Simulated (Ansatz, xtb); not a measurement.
Relative energy of two isomers of C4H3N3OS

Structure I is `O=C/N=C\c1cnsn1`, a singlet and structure II is `COc1nc(C#N)ns1`, a singlet. Both are isolated molecules in the gas phase, relaxed with r2SCAN-D4/def2-SVP, each in the lowest conformer that the search found.

I (Å):

```xyz
12

C     0.4577   -1.8567   -0.2243
C     1.2895    0.3911    0.0012
C     0.5151    0.8801    1.1516
C    -0.6708    0.3174    1.7471
N     1.2441   -0.7674   -0.5233
N    -1.1338    1.0123    2.7668
N     0.9123    2.0096    1.7363
O    -0.7099   -1.9826   -0.5228
S    -0.1293    2.3144    2.9661
H     1.0617   -2.6793    0.2394
H     1.9937    1.1295   -0.4138
H    -1.1992   -0.5761    1.4044
```

II (Å):

```xyz
12

C     0.1946   -1.8080   -1.4622
C    -0.7875   -0.1819   -0.1073
C    -1.3179   -0.2531    1.9866
C    -1.4260   -0.8698    3.2781
N    -0.7730   -0.9541    0.9466
N    -1.5099   -1.3775    4.3216
N    -1.7475    0.9852    1.8226
O    -0.3517   -0.4865   -1.3073
S    -1.4801    1.3960    0.2280
H     1.0560   -1.9399   -0.7922
H     0.4995   -1.8790   -2.5117
H    -0.5692   -2.5613   -1.2223
```

**Question.** Estimate E(II) − E(I) at the level CCSD(T)/def2-SVP + ΔMP2/def2-TZVPP.

**Answer.** Calculated at CCSD(T)/def2-SVP + ΔMP2/def2-TZVPP: E(II) − E(I) = −0.181 eV, so structure II lies lower.

How the difference moves with the method:

| level | geometry | E(II) − E(I) (eV) | departure from the last row (eV) | job, with rough time for the two |
| --- | --- | --- | --- | --- |
| GFN2-xTB | GFN2-xTB | −0.076 | +0.105 | optimisation, 0.2 s |
| HF/STO-3G | GFN2-xTB | −2.194 | −2.013 | single point, 0.42 s |
| r2SCAN-D4/def2-SVP//GFN2-xTB | GFN2-xTB | −0.164 | +0.018 | single point, 3.7 s |
| r2SCAN-D4/def2-SVP | r2SCAN-D4/def2-SVP | −0.095 | +0.086 | optimisation, 51 s |
| HF/def2-SVP | r2SCAN-D4/def2-SVP | −0.590 | −0.409 | part of the CCSD(T) run |
| MP2/def2-SVP | r2SCAN-D4/def2-SVP | −0.399 | −0.218 | part of the CCSD(T) run |
| CCSD(T)/def2-SVP | r2SCAN-D4/def2-SVP | −0.365 | −0.184 | single point |
| CCSD(T)/def2-SVP + ΔMP2/def2-TZVPP | r2SCAN-D4/def2-SVP | −0.181 |  | single point, 97 s |

As drawn, II has 2 C–O, 1 C∷N, 1 C≡N, 1 C∷S in place of 1 C=O, 1 C–N, 1 C=N, 1 C∷C, 1 N∷S (∷ is an aromatic bond).

None of the levels shown reverses the order. The largest departure from CCSD(T)/def2-SVP + ΔMP2/def2-TZVPP is that of HF/STO-3G, 2.013 eV. The last row adds to CCSD(T) the change of the MP2 difference between the two basis sets, here +0.184 eV, a large step that makes the value less sure.

With thermal terms from frequencies at re-optimised GFN2-xTB minima (ideal gas, soft modes damped towards free rotors, one conformer each, 298.15 K, 1 atm): on the last row, ΔE + ΔZPE = −0.158, ΔH = −0.145, ΔG = −0.163 eV.

The correlated steps freeze 13 core orbitals. Run with Ansatz 0.2.0, xtb 6.7.1; the last row on 4 threads of Arm Neoverse V2 on a shared host.
